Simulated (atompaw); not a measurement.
# bismuth: PAW (atompaw) pseudisation with PBE, scalar-relativistic reference atom.

- Element: bismuth
- Generator: atompaw 4.2.0.5
- Type: PAW
- Functional: PBE
- Relativity: scalar-relativistic
- Frozen core: [Xe] 4f14
- Valence charge: 15
- Reference configuration: 5d10 6s2 6p3
- Partial waves: 6s (bound): rc 2.20 bohr; 6s channel at 0.05 Ry: rc 2.20 bohr; 6p (bound): rc 2.20 bohr; 6p channel at 0.2 Ry: rc 2.20 bohr; 5d (bound): rc 1.70 bohr; 5d channel at 0.65 Ry: rc 2.20 bohr
- Local potential: bessel scheme, radius 1.85 bohr
- Core correction: smooth core density matched at 1.25 bohr
- Augmentation charge: sinc compensation charge, radius 1.85 bohr; PAW radius 2.20 bohr; waves and projectors: custom rrkj vanderbiltortho

What the tests gave:

- Cutoffs needed: 50 Ry and 80 Ry (the cutoffs (Ry, on a coarse ladder) from which the occupation-weighted sum of valence levels, in a spherical-Bessel basis at the reference potential, stays within 10 and 1 mRy of its value at 400 Ry)
- Ghost test: no extra level below or beside the all-electron valence levels (s, p, d, f tested) (spherical-Bessel basis up to 400 Ry, 20 bohr box)
- Lowest eigenvalue of the overlap operator: 0.34 (s channel)
- Overlap eigenvalues printed by atompaw (projector basis): 0.0765, 0.743, 0.782, 106, 146, 2.78e+03
- Share of each valence orbital outside the PAW sphere: 6s 43 %, 6p 76 %, 5d 4 %

Generation and tests took about 17 s on one core of a shared server CPU.
